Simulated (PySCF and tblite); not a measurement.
Results of a calculation; reference values are marked as such.
## C3H5Br, numbered as in [CH2:1]=[CH:2][CH2:3][Br:4]: conformational analysis

Geometries PBE0-D3(BJ)/def2-SVP; weights from PBE0-D3(BJ)/pcSseg-1 (IEF-PCM, chloroform) energies and GFN2-xTB thermal corrections, with symmetry numbers and mirror pairs. Conformers within 3 kcal/mol (GFN2-xTB free energy) were kept, 5 at most. GIAO shieldings: PBE0/pcSseg-1 (IEF-PCM, chloroform). Shifts are against TMS (¹H), TMS (¹³C) at the same level; of two unlike H on one atom, a is the less shielded. Run with PySCF (density fitting) and tblite.

Torsions listed: C1–C2–C3–Br4. Of a mirror pair one member is shown.

```csv
conformer,shape,symmetry,"E(GFN2, own minimum) kcal/mol",E(DFT) kcal/mol,G(298.15 K) kcal/mol,weight %,dipole D
1,-118°,C1 (pair),0.00,0.00,0.00,89.4,2.43
2,0°,Cs,0.58,0.95,1.26,10.6,2.33
```

Weights (%) against temperature:

| T (K) | 1 | 2 | S(mix) cal/mol/K |
| --- | --- | --- | --- |
| 180 | 95.7 | 4.3 | 1.67 |
| 230 | 92.9 | 7.1 | 1.79 |
| 298.15 | 89.4 | 10.6 | 1.90 |
| 330 | 88.0 | 12.0 | 1.94 |
| 400 | 85.2 | 14.8 | 2.01 |

Averaged shifts at 298.15 K. ¹H: 6.22 (H2, 1H), 5.75 (H1a, 1H), 5.61 (H1b, 1H), 4.05 (H3, 2H) ppm. ¹³C: 145.4 (C2), 128.1 (C1), 46.1 (C3) ppm.

Coordinates of conformer 1 (Å):

```xyz
9

C     1.648    0.291    0.327
C     0.443    0.863    0.295
C    -0.831    0.111    0.407
Br   -1.919    0.314   -1.210
H     1.763   -0.793    0.421
H     2.562    0.887    0.261
H     0.355    1.950    0.188
H    -0.670   -0.966    0.538
H    -1.466    0.487    1.221
```

Coordinates of conformer 2 (Å):

```xyz
9

C    -1.589    0.389   -0.476
C    -0.653   -0.554   -0.406
C     0.759   -0.416    0.055
Br    1.281    1.365    0.617
H    -1.378    1.420   -0.178
H    -2.593    0.155   -0.835
H    -0.899   -1.579   -0.713
H     0.957   -1.074    0.914
H     1.461   -0.699   -0.743
```

Spin–orbit effects of the heavy atoms on shieldings are missing. At a carbon that bears Br the missing effect is some 10 ppm, beside I tens of ppm. Shifts are unscaled: against experiment ¹³C can be off by 15 ppm or more and ¹H by 0.8 ppm.

Search and properties took 20 s on 1 thread of Arm Neoverse V1, on a host shared with other jobs (rough), launched as `OMP_NUM_THREADS=1 python ens_run.py task.json out`.
